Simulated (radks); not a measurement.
Results of a calculation; reference values are marked as such.
Trend from K2+ to Kr2+: ionisation energy by Delta-SCF between NIST ground configurations, and size. Code: a radial shooting solver on a logarithmic mesh with Libxc functionals. Model: non-relativistic Kohn-Sham, LDA (Slater exchange, Perdew-Wang correlation), spin-unpolarised, spherical densities, point nucleus.

species      configuration  configuration of the ion  IE (eV)  NIST (eV)       kind  -e(HOMO) (eV)  outermost  <r> outermost (bohr)  r at 0.001 e/bohr^3 (bohr)
K2+           [Ne] 3s2 3p5              [Ne] 3s2 3p4   46.955     45.803  semi-emp.    39.278 (3p)         3p                  1.36                        3.09
Ca2+                  [Ar]              [Ne] 3s2 3p5   51.305     50.913       exp.    43.119 (3p)         3p                  1.26                        2.99
Sc2+              [Ar] 3d1                      [Ar]   25.242     24.757       exp.    18.247 (3d)         3d                  1.55                        3.10
Ti2+              [Ar] 3d2                  [Ar] 3d1   27.351     27.492       exp.    20.052 (3d)         3d                  1.42                        3.14
V2+               [Ar] 3d3                  [Ar] 3d2   29.332     29.311       exp.    21.720 (3d)         3d                  1.31                        3.14
Cr2+              [Ar] 3d4                  [Ar] 3d3   31.213      30.96       exp.    23.287 (3d)         3d                  1.22                        3.12
Mn2+              [Ar] 3d5                  [Ar] 3d4   33.014      33.67       exp.    24.776 (3d)         3d                  1.14                        3.08
Fe2+              [Ar] 3d6                  [Ar] 3d5   34.747      30.65       exp.    26.202 (3d)         3d                  1.07                        3.04
Co2+              [Ar] 3d7                  [Ar] 3d6   36.424       33.5  semi-emp.    27.575 (3d)         3d                  1.02                        3.00
Ni2+              [Ar] 3d8                  [Ar] 3d7   38.051      35.19       exp.    28.903 (3d)         3d                 0.964                        2.95
Cu2+              [Ar] 3d9                  [Ar] 3d8   39.636      36.84       exp.    30.193 (3d)         3d                 0.917                        2.91
Zn2+             [Ar] 3d10                  [Ar] 3d9   41.182     39.723       exp.    31.449 (3d)         3d                 0.876                        2.87
Ga2+         [Ar] 3d10 4s1                 [Ar] 3d10   31.063     30.726       exp.    26.023 (4s)         4s                  2.09                        3.31
Ge2+         [Ar] 3d10 4s2             [Ar] 3d10 4s1   34.663     34.058       exp.    29.159 (4s)         4s                  1.96                        3.43
As2+     [Ar] 3d10 4s2 4p1             [Ar] 3d10 4s2   28.002      28.35       exp.    22.935 (4p)         4p                  2.14                        3.57
Se2+     [Ar] 3d10 4s2 4p2         [Ar] 3d10 4s2 4p1   31.110      31.70       exp.    25.679 (4p)         4p                  1.99                        3.59
Br2+     [Ar] 3d10 4s2 4p3         [Ar] 3d10 4s2 4p2   34.167      34.87       exp.    28.396 (4p)         4p                  1.86                        3.55
Kr2+     [Ar] 3d10 4s2 4p4         [Ar] 3d10 4s2 4p3   37.210      35.84       exp.    31.111 (4p)         4p                  1.74                        3.49

Reference values: NIST Atomic Spectra Database (exp. = measured, semi-emp. = semi-empirical, theory = theoretical value adopted there). Spin polarisation and multiplet splitting are left out, so open shells lie too high by an amount that depends on their filling.

Beside tabulated values, note that spin-unpolarised runs miss the spin-polarisation part of the exchange energy of open shells.
